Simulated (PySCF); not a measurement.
Identify the compound

The spectra below were simulated for a compound C4H5NO2.

$^{1}$H NMR (300 MHz, computed): δ 6.92 (br, 1H), 2.54 (s, 4H).

$^{13}$C{$^{1}$H} NMR (computed): δ 181.9 (C, 2C), 32.2 (CH2, 2C).

Computed data (PySCF): shieldings: GIAO B97-2/pcSseg-2, geometry from PBE0-D3(BJ)/def2-TZVP. Equivalent nuclei averaged, non-relativistic Hamiltonian, gas phase, one conformer.

δ = σ(ref) − σ, references computed at the same level: TMS for $^{1}$H, $^{13}$C.

**Question.** What is the structure?

**Answer.** 
Rings plus π bonds: 3 (1 ring in the answer). 2 carbon signals for 4 carbons: some carbons are equivalent by symmetry or fast rotation. Carbon types of the structure: 2 × C, 2 × CH2, leaving 1 H on heteroatoms. δC 181.9: amide carbonyl carbon; lone-pair donation from the attached heteroatom keeps it upfield of a ketone carbonyl. δC 32.2: sp3 CH2 α to a carbonyl; α to the electron-withdrawing carbonyl group. δH 6.92: hydrogen on an amide-type nitrogen; exchangeable, gas-phase position. δH 2.54: hydrogen on an sp3 CH2 α to a carbonyl; α to C=O.

These data were computed for `O=C1CCC(=O)N1`.

This is the structure that produced the data.

OH and NH positions are those of a molecule without intermolecular hydrogen bonds; in solution they move with solvent, concentration and temperature, and exchange usually removes their couplings. Shifts are as computed. Against solution values, carbons near 30 ppm lie about +3 ppm off and those near 130 ppm about +7 ppm. Of 1211 compounds with measured shifts, 218 miss one by over three times the rms of a fit or turn the order of signals round; such compounds aren't used in these exercises. The C=O carbon of an acid or of an amide with N–H lies up to 10 ppm further downfield in solution, through hydrogen bonding that the calculation lacks.
